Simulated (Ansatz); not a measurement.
B₂Cl₄, charge -1, doublet, at a GFN2-xTB geometry (a state made from the parent by changing its charge; the spin is typed, not shown lowest) (a gas-phase anion, which may not be bound at this level); B3LYP/cc-pVDZ run with Ansatz (a program for electronic structure).

Ansatz was given this input:
Ansatz 0.2 input:
```yaml
crystal:
  periodic: [false, false, false]
  atoms:
    - {symbol: Cl, position_ang: [-1.64291971, -1.65347614, -0.11748101]}
    - {symbol: B, position_ang: [-0.77888530, -0.07509813, -0.06334697]}
    - {symbol: Cl, position_ang: [-1.92412213, 1.30955110, -0.17262753]}
    - {symbol: B, position_ang: [0.77888530, 0.07509813, 0.06334697]}
    - {symbol: Cl, position_ang: [1.92412213, -1.30955110, 0.17262753]}
    - {symbol: Cl, position_ang: [1.64291971, 1.65347614, 0.11748101]}
basis:
  gaussian:
    orbitals: cc-pVDZ
hamiltonian:
  xc: b3lyp
total_charge: -1
magnetization: {spin_polarized: true, initial_magnetization: 1}
```

Output, abridged:

```
Functional definition: B3LYP
1048 factors; integrals over basis functions are off by at most 8.0e-4 eV
mean field evaluation 1: about -51450.3870 eV, gradient 9.2e0 eV
mean field evaluation 2: about -51450.2960 eV, gradient 1.1e1 eV
mean field evaluation 4: about -51450.9671 eV, gradient 2.5e-1 eV
mean field evaluation 8: about -51451.1075 eV, gradient 4.5e-2 eV
mean field evaluation 16: about -51451.1075 eV, gradient 5.7e-5 eV
mean field -51451.10747150 eV, -1890.7933247643 hartree, gradient 5.7e-5 eV, S^2 0.752044; 0 other end points of the search recorded, 0 dependent functions left out
reference -51451.10771674 eV, -1890.7933337770 hartree; 40, 39 occupied and 60, 61 virtual orbitals, 1048 factors
Total energy: -51451.10771674 eV, -1890.7933337770 hartree
```
